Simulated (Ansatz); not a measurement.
Two structures, one formula

The two ends of one reaction step of SiH2SF4, closed shell (PBE0-D4/def2-TZVP).

A:

```csv
atom,x (Å),y (Å),z (Å)
Si1,-0.3471,0.6705,-0.8188
F2,-0.1598,-2.4330,1.4861
F3,0.0533,1.9532,-1.6307
F4,-1.9075,0.6206,-0.6836
F5,0.1559,-0.5679,-1.6389
H6,0.0471,-1.5261,1.4665
S7,0.4464,0.7014,1.1316
H8,1.7117,0.5815,0.6878
```

B:

Si1  (-0.668, -0.285, -1.160)
F2  (-0.180, -1.537, -0.360)
F3  (0.515, 0.711, -1.394)
F4  (-1.850, 0.418, -0.422)
F5  (-1.179, -0.770, -2.558)
H6  (0.982, -0.442, 2.351)
S7  (0.595, 0.805, 2.043)
H8  (1.784, 1.101, 1.498)
(Å)

Program: Ansatz 0.2.0. Basis: def2-TZVPP. Cores are frozen in the correlated methods. B3LYP uses VWN-RPA correlation.

**Question.** Which structure is lower at CCSD(T), and by how much? (An estimate is asked for; the value comes from the calculation.)

**Answer.** By the calculation: B, by 92.6 kJ/mol (electronic energy, against the other). By their contacts, A is a complex of SiHSF₃ ([F][Si]([F])([F])[SH]) + HF and B is a complex of SiF₄ ([F][Si]([F])([F])[F]) + H₂S.

All methods give the same order:

| method | E(B) − E(A) (kJ/mol) |
| --- | --- |
| SPW92 | -70.0 |
| PBE-D4 | -68.4 |
| BLYP-D4 | -81.6 |
| r2SCAN-D4 | -87.3 |
| B97M-V | -93.4 |
| PBE0-D4 | -75.7 |
| B3LYP-D4 | -87.3 |
| r2SCAN0-D4 | -89.4 |
| BHLYP-D4 | -97.1 |
| CAM-B3LYP-D4 | -93.3 |
| wB97X-V | -87.1 |
| wB97M-V | -88.3 |
| B2PLYP | -91.1 |
| PBE-QIDH | -84.0 |
| RPA on PBE | -96.1 |
| HF | -115.9 |
| MP2 | -87.7 |
| CCSD | -97.3 |
| CCSD(T) | -92.6 |

T1 diagnostic: at most 0.012.

Labels in which every atom is bracketed show which atoms are joined, not bond orders.

For scale, one of the runs: CCSD(T)/def2-TZVPP, 236 basis functions, launched by `ansatz run in.yaml --threads 8 --pin off --events-out ev --progress --plain --max-ram 19148MiB`. The run took 2.3 min on 8 CPU threads of an Arm Neoverse V1 (shared host), with 4.7 GiB of host memory at its peak.
